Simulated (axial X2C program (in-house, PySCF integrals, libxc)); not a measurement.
Bond lengths and stretching modes, held linear, of AsOH⁻

Calculated with an in-house all-electron X2C program for linear molecules (integrals from PySCF): two-component X2C with atomic mean-field Coulomb and Gaunt terms, Gaussian nuclei, basis As dyall-v3z, O dyall-av3z, H dyall-v3z with contracted cores. Spin-free rows use the one-electron spin-free X2C Hamiltonian.

Masses As 74.922, O 15.995, H 1.008 u. States: 2c Ω = 3/2 (beyond evenly filled blocks: ω = 3/2); spin-free M_S = 1/2, Λ = 1 (beyond evenly filled blocks: π+α, π+β, π-α).

TPSSh, spin-free: energies above the lowest point

| r(As–O) (Å) | r(O–H) (Å) | E (meV) |
| --- | --- | --- |
| 1.8155 | 0.9214 | 43.09 |
| 1.8155 | 0.9450 | 21.58 |
| 1.8155 | 0.9686 | 32.18 |
| 1.8620 | 0.9214 | 22.71 |
| 1.8620 | 0.9450 | 0.00 |
| 1.8620 | 0.9686 | 9.40 |
| 1.8620 | 0.9922 | 46.02 |
| 1.9085 | 0.9214 | 35.98 |
| 1.9085 | 0.9450 | 12.08 |
| 1.9085 | 0.9686 | 20.30 |
| 1.9551 | 0.9450 | 50.37 |
| 1.9551 | 0.9922 | 91.66 |

Task: Fit a quadratic surface with cubic terms in each bond: where is the minimum, and what are the two stretching wavenumbers?

Result: At TPSSh, spin-free: bonds 1.867 and 0.949 Å; harmonic stretches 544.5 and 4014.8 cm⁻¹; force constants 2.43, 8.97 and coupling -0.17 mdyn/Å.

The other levels and Hamiltonians give:

| Hamiltonian | level | r(As–O) (Å) | r(O–H) (Å) | lower stretch (cm⁻¹) | upper stretch (cm⁻¹) |
| --- | --- | --- | --- | --- | --- |
| 2c | PBE0 | 1.861 | 0.945 | 546.4 | 4092.2 |
| 2c | HF | 1.858 | 0.928 | 519.6 | 4292.2 |
| 2c | TPSSh | 1.870 | 0.950 | 539.8 | 4005.8 |
| 2c | MP2 | 1.876 | 0.948 | 598.9 | 4092.2 |
| spin-free | PBE0 | 1.858 | 0.945 | 551.6 | 4100.4 |
| spin-free | HF | 1.854 | 0.928 | 542.0 | 4326.8 |
| spin-free | MP2 | 1.880 | 0.948 | 533.6 | 4064.3 |

Each state is one determinant, the lowest of a limited PBE0 search; the stretches come from a fit to these few points and carry an uncertainty of a few per cent. Other orders of the atoms were not compared. MP2 freezes inner shells (threshold -2 hartree). For an anion the highest level of a functional can be positive, and the basis then holds the extra electron. The molecule was held linear; bending was not examined, so a bent shape may lie lower. Note: functional without a current term on a determinant with orbital currents, of the molecule or an atom.
